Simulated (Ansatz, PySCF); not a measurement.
This PySCF input computes a B3LYP/def2-TZVPD energy:

```python
from pyscf import gto, scf, dft

mol = gto.M(
    atom='''
    C    -1.06882301    0.52844032    0.04631452
    Cl    0.47894281   -0.16539043   -0.01430365
    H    -1.72908970   -0.35900451   -0.03472507
    ''',
    basis='def2-tzvpd',
    charge=0,
    spin=0,
    verbose=4,
)

mf = dft.RKS(mol, xc='b3lyp').density_fit(auxbasis='def2-universal-jkfit')
mf.grids.level = 3
mf.conv_tol = 1e-9
mf.max_cycle = 100
mf.max_memory = 1500
mf.kernel()
if not mf.converged:
    mf = mf.newton()
    mf.kernel(mf.make_rdm1())
mf.analyze()
```

Q: Write an input for the same energy in Ansatz (an electronic-structure program) and say what it gives.

A: 
Ansatz 0.2 input:
```yaml
crystal:
  periodic: [false, false, false]
  atoms:
    - {symbol: C, position_ang: [-1.06882301, 0.52844032, 0.04631452]}
    - {symbol: Cl, position_ang: [0.47894281, -0.16539043, -0.01430365]}
    - {symbol: H, position_ang: [-1.72908970, -0.35900451, -0.03472507]}
basis:
  gaussian:
    orbitals: def2-TZVPD
hamiltonian:
  xc: {name: B3LYP}
output: {forces: true}
```
It gives -498.81466 Eh, and PySCF -498.81469 Eh, a difference of 0.03 mEh, from the treatment of integrals and grids.
